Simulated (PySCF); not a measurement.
# Relaxation of doublet AsH₄

Computed with UPBE0/[As def2-TZVP, H def2-TZVP], no relativity, density fitting, PySCF. A (50,194) grid was used.

A hand-made tetrahedral start, of Td symmetry, held to at least that symmetry:

Coordinates in bohr (charge 0 multiplicity 2):
```
As    0.0000    0.0000    0.0000
H     2.3608   -0.0001    1.6693
H    -2.3608    0.0000    1.6693
H     0.0000    2.3608   -1.6693
H     0.0000   -2.3607   -1.6693
```

Optimiser trace:
```
step  E − E(last) (kJ/mol)  largest gradient (Eh/bohr)
   0                 22.45                     0.02021
   1                  4.59                     0.00857
   2                  0.14                     0.00141
   3                  0.00                     0.00011
   4                  0.00                     0.00000
```

It ends at Td with As–H 1.627 Å (×4); H–As–H 109.5° (×6). A frequency run shows 3 imaginary modes (one degenerate set), down to 1831i cm⁻¹, so it is a higher-order saddle point. Other isomers or separated fragments may lie lower.

The relaxation took about 16 core-seconds on a shared host.
